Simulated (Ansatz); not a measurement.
Cost and result for the atomization energy of C$_{3}$H$_{11}$NSi, SMILES `C[Si](C)(C)N` (16 atoms, 15 bonds).

Z-matrix (Å, degrees):
```
C
Si 1 1.878
H 1 1.094 2 111.1
H 1 1.094 2 111.4 3 120.1
H 1 1.094 2 111.1 3 -119.8
C 2 1.870 1 108.7 3 -59.3
C 2 1.870 1 108.7 3 179.1
N 2 1.730 1 114.0 3 59.9
H 6 1.093 2 111.0 1 -177.3
H 6 1.093 2 111.0 1 -56.9
H 6 1.094 2 111.2 1 62.6
H 7 1.093 2 111.0 1 177.1
H 7 1.093 2 111.0 1 56.7
H 7 1.094 2 111.2 1 -62.8
H 8 1.008 2 119.7 1 -71.0
H 8 1.008 2 119.7 1 70.5
```

Total charge 0; spin multiplicity 1. The structure was optimised at the PBE0-D4/def2-TZVP level. It is one conformer, not always the lowest. Program: Ansatz. All runs use 8 threads of an Arm Neoverse V2 on a shared host. Times are those of one run each, without the atoms' runs, and a repeat can differ threefold. Electronic energies, without spin–orbit coupling; frozen cores. CCSD(T)/CBS adds CCSD(T) − MP2 in def2-TZVPP to the MP2 limit, and its time is that of the two runs behind it. T1 = 0.009. B3LYP takes the VWN-RPA correlation (the form of Gaussian; ORCA's B3LYP/G). HSE06 is the plane-wave form, built on full-range PBE exchange.

CCSD(T)/CBS is a level of theory with its own doubt, some kJ/mol a heavy atom from the limit and from the frozen cores, so smaller differences don't rank the functionals.

```json
{"level": "BLYP-D4/def2-TZVPP", "functions": "320", "wall time": "1.6 s"}
{"level": "PBE-D4/def2-TZVPP (with forces)", "functions": "320", "wall time": "1.9 s"}
{"level": "PBE0-D4/def2-TZVPP", "functions": "320", "wall time": "2.4 s"}
{"level": "BHLYP-D4/def2-TZVPP", "functions": "320", "wall time": "2.5 s"}
{"level": "HSE06-D4/def2-TZVPP", "functions": "320", "wall time": "2.6 s"}
{"level": "CAM-B3LYP-D4/def2-TZVPP", "functions": "320", "wall time": "2.8 s"}
{"level": "B3LYP-D4/def2-TZVPP (with forces)", "functions": "320", "wall time": "3.8 s"}
{"level": "r2SCANh-D4/def2-TZVPP", "functions": "320", "wall time": "4 s"}
{"level": "PBE-QIDH/def2-TZVPP", "functions": "320", "wall time": "4.7 s"}
{"level": "CCSD(T)/def2-SVP", "functions": "129", "wall time": "6 s"}
{"level": "MP2/def2-QZVPP", "functions": "628", "wall time": "28 s"}
{"level": "CCSD(T)/def2-TZVPP", "functions": "320", "wall time": "3.9 min"}
{"level": "CCSD(T)/CBS(def2)", "functions": "–", "wall time": "4.3 min"}
```

What atomization energy does each give, and how far from CCSD(T)/CBS? (Estimate.)

Computed: 
```tsv
level	atomization (kJ/mol)	difference from CCSD(T)/CBS	per bond
BLYP-D4/def2-TZVPP	5973.9	-30.7	-2.0
PBE-D4/def2-TZVPP (with forces)	6063.4	58.8	3.9
PBE0-D4/def2-TZVPP	6005.9	1.3	0.1
BHLYP-D4/def2-TZVPP	5894.4	-110.2	-7.3
HSE06-D4/def2-TZVPP	6009.1	4.5	0.3
CAM-B3LYP-D4/def2-TZVPP	6035.8	31.2	2.1
B3LYP-D4/def2-TZVPP (with forces)	6013.7	9.1	0.6
r2SCANh-D4/def2-TZVPP	5981.1	-23.5	-1.6
PBE-QIDH/def2-TZVPP	5965.8	-38.8	-2.6
CCSD(T)/def2-SVP	5667.8	-336.8	-22.5
MP2/def2-QZVPP	5978.6	-26.0	-1.7
CCSD(T)/def2-TZVPP	5861.6	-143.0	-9.5
CCSD(T)/CBS(def2)	6004.6	0.0	0.0
```

In def2-TZVPP, CCSD(T) changes the Hartree–Fock value by +1364.2 kJ/mol (the triples alone add +64.7 kJ/mol) and MP2 by +1396.5 kJ/mol; breaking electron pairs costs correlation energy, which Hartree–Fock lacks. Leaving LDA and LC-ωPBE aside and taking each functional with its dispersion term where it has one, the values spread over 169.0 kJ/mol, from BHLYP-D4 to PBE-D4. LDA lies +701.5 kJ/mol from PBE without D4, its usual overbinding. From PBE to PBE0 (25 % exact exchange), in def2-TZVPP and without D4, the atomization energy moves by −52.6 kJ/mol: exact exchange takes away binding that semilocal exchange gives to molecules.
